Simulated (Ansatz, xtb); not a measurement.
**Two isomers of C5H6F2Si**

Structure I: `C#C[C@@]1(F)CC[Si@H]1F`, a singlet. Structure II: `C#C/C(=C/[SiH2]F)CF`, a singlet. Both are isolated molecules in the gas phase, relaxed with PBE-D3(BJ)/def2-SVP; each stands in its lowest conformer found.

**Question.** Which of the two would you expect CCSD(T)/def2-SVP + ΔMP2/def2-TZVPP electronic energies to favour?

**Answer.** Too close to call at this level: CCSD(T)/def2-SVP + ΔMP2/def2-TZVPP gives E(II) − E(I) = −0.81 kcal/mol.

Level by level:

| level | geometry | E(II) − E(I) (kcal/mol) | departure from the last row (kcal/mol) | job, with rough time for the two |
| --- | --- | --- | --- | --- |
| GFN2-xTB | GFN2-xTB | −5.19 | −4.38 | optimisation, 0.23 s |
| HF/STO-3G | GFN2-xTB | +23.49 | +24.30 | single point, 0.44 s |
| r2SCAN-D4/def2-SVP | GFN2-xTB | −1.91 | −1.10 | single point, 4 s |
| PBE-D3(BJ)/def2-SVP | PBE-D3(BJ)/def2-SVP | +1.87 | +2.68 | optimisation, 33 s |
| HF/def2-SVP | PBE-D3(BJ)/def2-SVP | −7.76 | −6.96 | part of the CCSD(T) run |
| MP2/def2-SVP | PBE-D3(BJ)/def2-SVP | −1.45 | −0.64 | part of the CCSD(T) run |
| CCSD(T)/def2-SVP | PBE-D3(BJ)/def2-SVP | −3.68 | −2.87 | single point |
| CCSD(T)/def2-SVP + ΔMP2/def2-TZVPP | PBE-D3(BJ)/def2-SVP | −0.81 |  | single point, 92 s |

As drawn, II has 1 C=C, 1 Si–H in place of 1 C–C, 1 C–Si, 1 C–H. Structure I has a 4-membered ring, II no ring.

The largest departure from CCSD(T)/def2-SVP + ΔMP2/def2-TZVPP is that of HF/STO-3G, 24.30 kcal/mol. The last row adds to CCSD(T) the change of the MP2 difference between the two basis sets, here +2.87 kcal/mol.

With thermal terms from frequencies at re-optimised GFN2-xTB minima (ideal gas, soft modes damped towards free rotors, one conformer each, 298.15 K, 1 atm): on the last row, ΔE + ΔZPE = −3.15, ΔH = −2.71, ΔG = −3.95 kcal/mol.

The correlated steps freeze 12 core orbitals. Mirror images aren't counted in ΔG. Codes used: Ansatz 0.2.0, xtb 6.7.1; the last row on 4 threads of Arm Neoverse V1 on a shared host.
